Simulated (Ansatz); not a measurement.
`F[CH]([AlH2])[SiH3]` → `F[CH2][AlH2]` + `[SiH2]`  (silylene formation by 1,1-elimination)

Computed with Ansatz on PBE0-D4/def2-TZVP structures; ΔE is electronic, products minus reactants. CCSD(T)/CBS adds triple-zeta CCSD(T) − MP2 to the extrapolated MP2 energy (def2 sets, frozen cores). This one scheme is used for every species. DFT in def2-TZVPP. HSE06 is defined as in plane-wave codes.

`F[CH]([AlH2])[SiH3]`:

Cartesian coordinates in Å:
```
F 1.766 -0.648 0.590
C 0.606 -0.438 -0.187
Al -0.910 -1.499 0.515
Si 0.264 1.418 -0.292
H 0.830 -0.771 -1.212
H -0.751 -2.300 1.869
H -2.259 -1.484 -0.319
H -0.154 1.942 1.037
H 1.462 2.168 -0.748
H -0.854 1.613 -1.254
```

`F[CH2][AlH2]`:

```xyz
7

F     1.422   -1.247    0.131
C     0.778   -0.119   -0.388
Al   -0.987    0.196    0.455
H     0.689   -0.255   -1.474
H     1.449    0.740   -0.254
H    -1.534   -0.767    1.586
H    -1.818    1.451   -0.055
```

`[SiH2]`:

Z-matrix (Å, degrees):
```
Si
H 1 1.525
H 1 1.525 2 91.2
```

Q: Is it downhill or uphill in electronic energy at CCSD(T)/CBS, and by how much? (An estimate is asked.)

A: The calculation gave: Uphill: ΔE = +54.7 kcal/mol.

Q: What do these levels give: LDA (SPW92), BLYP-D4, B97M-V, PBE0-D4, HSE06-D4, BHLYP-D4, ωB97M-V, CAM-B3LYP, CCSD/def2-SVP, CCSD(T)/def2-SVP, HF/CBS(def2), MP2/CBS(def2)? (Best estimate.)

A: Ansatz gave: LDA (SPW92) 62.9, BLYP-D4 51.9, B97M-V 53.5, PBE0-D4 57.6, HSE06-D4 57.5, BHLYP-D4 55.5, ωB97M-V 53.9, CAM-B3LYP 53.5, CCSD/def2-SVP 49.8, CCSD(T)/def2-SVP 50.9, HF/CBS(def2) 48.7, MP2/CBS(def2) 59.1 kcal/mol.

Largest T1 diagnostic among the species: 0.014.

From BLYP to BHLYP (50 % exact exchange), in def2-TZVPP and without D4, ΔE moves by +4.9 kcal/mol. The D4 term adds +3.2 kcal/mol with B3LYP and +1.7 kcal/mol with PBE0; it sums over pairs of atoms, weighted by their polarisabilities, and B3LYP, whose exchange is more repulsive, gets the larger term.

B3LYP here is the variant with VWN-RPA as its local correlation; programs differ in this.
